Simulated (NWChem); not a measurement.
Molecule: HSeBr; SMILES Br[SeH]

Results from NWChem. Medium grid unless said otherwise, to which SCAN and Minnesota functionals are sensitive. Geometry: optimised at PBE0-D3(BJ)/def2-TZVP.

Q: Among these, which level gives the highest value of “orbital gap (eV)”?
A) M06-L/def2-SVP
B) LRC-wPBEh/def2-SVP
C) MN15/def2-SVP
D) LDA (Slater exchange, VWN5)/def2-SVP

A: B, LRC-wPBEh/def2-SVP. Values: LDA (Slater exchange, VWN5)/def2-SVP 2.17; M06-L/def2-SVP 2.92; MN15/def2-SVP 5.74; LRC-wPBEh/def2-SVP 7.96
